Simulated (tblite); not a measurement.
Compound: dicyclohexylphosphine oxide, C12H23OP.
Bonds: O1–P2 (double), P2–C3, C3–C4, C4–C5, C5–C6, C6–C7, C7–C8, P2–C9, C9–C10, C10–C11, C11–C12, C12–C13, C13–C14, C3–C8, C9–C14. Hydrogens: H15 on P2; H16 on C3; H17, H18 on C4; H19, H20 on C5; H21, H22 on C6; H23, H24 on C7; H25, H26 on C8; H27 on C9; H28, H29 on C10; H30, H31 on C11; H32, H33 on C12; H34, H35 on C13; H36, H37 on C14.

Computed with GFN2-xTB (tblite), gas phase: L-BFGS steps from a force-field or distance-geometry start until the largest atomic force falls under 0.01 eV/Å.

At the end of the run (lengths in Å): O1=P2 1.465, P2–H15 1.396, P2–C3 1.845, C13–H35 1.093, C3–C4 1.527, C4–H17 1.093, C9–C14 1.524, O1–P2–C3 113.6°, C3–P2–C9 108.7°, P2–C3–C8 109.7°, P2–C3–C4 106.0°, O1–P2–C3–C4 63°, P2–C3–C4–C5 -176°, C3–C4–C5–C6 58°, H16–C3–P2–O1 -179°, H30–C11–C12–C13 -62°.

**Question.** These geometries were met on the way; a selection of coordinates is given. Order them by energy above the end point, lowest first.
A. O1=P2 1.432, P2–H15 1.444, P2–C3 1.853, C13–H35 1.095, C3–C4 1.529, C4–H17 1.090, C9–C14 1.525, O1–P2–C3 110.6°, C3–P2–C9 104.4°, P2–C3–C8 111.3°, P2–C3–C4 109.2°, O1–P2–C3–C4 71°, P2–C3–C4–C5 -178°, C3–C4–C5–C6 55°, H16–C3–P2–O1 -171°, H30–C11–C12–C13 -68°
B. O1=P2 1.471, P2–H15 1.430, P2–C3 1.853, C13–H35 1.091, C3–C4 1.524, C4–H17 1.090, C9–C14 1.523, O1–P2–C3 111.0°, C3–P2–C9 105.7°, P2–C3–C8 110.4°, P2–C3–C4 109.6°, O1–P2–C3–C4 69°, P2–C3–C4–C5 -178°, C3–C4–C5–C6 56°, H16–C3–P2–O1 -172°, H30–C11–C12–C13 -68°
C. O1=P2 1.466, P2–H15 1.392, P2–C3 1.851, C13–H35 1.095, C3–C4 1.525, C4–H17 1.091, C9–C14 1.524, O1–P2–C3 114.6°, C3–P2–C9 106.0°, P2–C3–C8 109.0°, P2–C3–C4 109.1°, O1–P2–C3–C4 66°, P2–C3–C4–C5 -176°, C3–C4–C5–C6 56°, H16–C3–P2–O1 -176°, H30–C11–C12–C13 -66°
D. O1=P2 1.473, P2–H15 1.411, P2–C3 1.858, C13–H35 1.090, C3–C4 1.527, C4–H17 1.094, C9–C14 1.522, O1–P2–C3 112.9°, C3–P2–C9 106.5°, P2–C3–C8 109.0°, P2–C3–C4 109.5°, O1–P2–C3–C4 67°, P2–C3–C4–C5 -177°, C3–C4–C5–C6 56°, H16–C3–P2–O1 -174°, H30–C11–C12–C13 -67°
E. O1=P2 1.519, P2–H15 1.418, P2–C3 1.820, C13–H35 1.110, C3–C4 1.542, C4–H17 1.109, C9–C14 1.536, O1–P2–C3 108.7°, C3–P2–C9 105.0°, P2–C3–C8 113.7°, P2–C3–C4 109.9°, O1–P2–C3–C4 74°, P2–C3–C4–C5 -179°, C3–C4–C5–C6 54°, H16–C3–P2–O1 -171°, H30–C11–C12–C13 -68°

**Answer.** C (0.040 eV), D (0.066 eV), B (0.109 eV), A (0.200 eV), E (0.335 eV).

```json
{"step": "9", "E above end (eV)": "0.040", "rms distance from the end, all atoms (Å)": "0.132", "largest force (eV/Å)": "0.135", "rms shift of all bonds from the end (Å)": "0.002"}
{"step": "4", "E above end (eV)": "0.066", "rms distance from the end, all atoms (Å)": "0.137", "largest force (eV/Å)": "0.542", "rms shift of all bonds from the end (Å)": "0.004"}
{"step": "3", "E above end (eV)": "0.109", "rms distance from the end, all atoms (Å)": "0.140", "largest force (eV/Å)": "0.629", "rms shift of all bonds from the end (Å)": "0.006"}
{"step": "1", "E above end (eV)": "0.200", "rms distance from the end, all atoms (Å)": "0.142", "largest force (eV/Å)": "2.468", "rms shift of all bonds from the end (Å)": "0.010"}
{"step": "0", "E above end (eV)": "0.335", "rms distance from the end, all atoms (Å)": "0.143", "largest force (eV/Å)": "3.681", "rms shift of all bonds from the end (Å)": "0.012"}
```

Rows stand in the order of the answer.
